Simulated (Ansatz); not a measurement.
`B[C](=C)[AlH][CH3]` + `[SH][GeH3]` → `[CH3][AlH][S][GeH3]` + `BC=C`  (ligand exchange at the Al–C bond)

Program: Ansatz. Geometries: PBE0-D4/def2-TZVP. ΔE: electronic, gas phase. CBS: MP2 limit from def2 TZ/QZ plus the TZ coupled-cluster correction, frozen cores. Functionals use def2-TZVPP. B3LYP here is the variant with VWN-RPA as its local correlation; programs differ in this. For Ge outer-core shells are correlated without core-valence functions, which leaves a few kJ/mol of doubt a bond. Scalar relativity is left out up to krypton. One conformer a species, not always the lowest.

| level | ΔE (kJ/mol) |
| --- | --- |
| r2SCAN-D4 | -130.4 |
| PBE0-D4 | -128.2 |
| PBE | -124.3 |
| B3LYP | -122.9 |
| HF/def2-TZVPP | -127.3 |
| CCSD(T)/def2-TZVPP | -126.1 |
| MP2/def2-QZVPP | -130.4 |
| HF/CBS(def2) | -125.9 |

(1) What does CCSD(T)/CBS give? (Estimate.)

Largest T1 diagnostic among the species: 0.011.

Results:

(1) The calculation gave: -128.8 kJ/mol. The listed levels differ from it by -1.6, 0.6, 4.5, 5.9, 1.5, 2.7, -1.6, 2.9 kJ/mol.
